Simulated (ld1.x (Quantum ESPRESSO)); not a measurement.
Plane-wave convergence, PAW potential for Si (Z = 14)

ld1.x (Quantum ESPRESSO) 7.5 input, shortened:

```
&input
   title='Si', zed=14., rel=1, dft='PBE', iswitch=3,
   config='[Ne] 3s2 3p1 3d-2'
 /
 &inputp
   pseudotype=3, lpaw=.true., tm=.true., lloc=2,
   nlcc=.true., new_core_ps=.true., rcore=0.40,
   which_augfun='GAUSS', rmatch_augfun=0.75
 /
5
2S  1  0   2.00   0.00  0.80  0.95  0.0
3S  2  0   2.00   0.00  0.80  0.95  0.0
2P  2  1   6.00   0.00  0.75  0.90  0.0
3P  3  1   1.00   0.00  0.75  0.90  0.0
3D  3  2  -2.00  -0.15  0.70  0.70  0.0
 &test
   configts(1)='2s2 2p6 3s2 3p1'
 /
```

The pseudo-atom Hamiltonian at the reference potential is diagonalised in spherical Bessel functions j_l(qr) that vanish at 20 bohr, with q² up to the cutoff. All-electron valence levels (Ry): 2s -10.9514, 3s -1.3990, 2p -7.7229, 3p -0.8567.

Q: How do the lowest levels (Ry) of each channel move with the cutoff, and are there ghosts?

A:

```json
{"cutoff (Ry)": "8", "s #1": "-8.3843", "s #2": "-0.9725", "s #3": "-0.2494", "p #1": "-2.4089", "p #2": "-0.3864", "p #3": "-0.1224", "d #1": "-0.2509", "f #1": "-0.0537", "f #2": "0.0420", "Σ f·Δε (mRy)": "38342.0"}
{"cutoff (Ry)": "18", "s #1": "-10.3766", "s #2": "-1.2125", "s #3": "-0.2940", "p #1": "-5.1054", "p #2": "-0.5924", "p #3": "-0.1659", "d #1": "-0.2599", "f #1": "-0.0537", "f #2": "0.0420", "Σ f·Δε (mRy)": "17492.7"}
{"cutoff (Ry)": "30", "s #1": "-10.8154", "s #2": "-1.2898", "s #3": "-0.3079", "p #1": "-6.7954", "p #2": "-0.7045", "p #3": "-0.1870", "d #1": "-0.2628", "f #1": "-0.0537", "f #2": "0.0420", "Σ f·Δε (mRy)": "6208.7"}
{"cutoff (Ry)": "50", "s #1": "-10.9445", "s #2": "-1.3513", "s #3": "-0.3192", "p #1": "-7.5437", "p #2": "-0.7718", "p #3": "-0.1992", "d #1": "-0.2648", "f #1": "-0.0537", "f #2": "0.0420", "Σ f·Δε (mRy)": "1269.9"}
{"cutoff (Ry)": "80", "s #1": "-10.9509", "s #2": "-1.3898", "s #3": "-0.3264", "p #1": "-7.7091", "p #2": "-0.8099", "p #3": "-0.2060", "d #1": "-0.2655", "f #1": "-0.0537", "f #2": "0.0420", "Σ f·Δε (mRy)": "150.0"}
{"cutoff (Ry)": "120", "s #1": "-10.9514", "s #2": "-1.3988", "s #3": "-0.3281", "p #1": "-7.7218", "p #2": "-0.8434", "p #3": "-0.2123", "d #1": "-0.2658", "f #1": "-0.0537", "f #2": "0.0420", "Σ f·Δε (mRy)": "21.3"}
{"cutoff (Ry)": "180", "s #1": "-10.9515", "s #2": "-1.3990", "s #3": "-0.3281", "p #1": "-7.7228", "p #2": "-0.8562", "p #3": "-0.2151", "d #1": "-0.2659", "f #1": "-0.0537", "f #2": "0.0420", "Σ f·Δε (mRy)": "1.8"}
{"cutoff (Ry)": "300", "s #1": "-10.9515", "s #2": "-1.3990", "s #3": "-0.3281", "p #1": "-7.7230", "p #2": "-0.8567", "p #3": "-0.2152", "d #1": "-0.2659", "f #1": "-0.0537", "f #2": "0.0420", "Σ f·Δε (mRy)": "0.1"}
{"cutoff (Ry)": "400", "s #1": "-10.9515", "s #2": "-1.3991", "s #3": "-0.3281", "p #1": "-7.7230", "p #2": "-0.8567", "p #3": "-0.2152", "d #1": "-0.2659", "f #1": "-0.0537", "f #2": "0.0420", "Σ f·Δε (mRy)": "0.0"}
```

Result: no extra level below or beside the all-electron valence levels (s, p, d, f tested); 10 mRy is reached at 160 Ry and 1 mRy at 230 Ry.
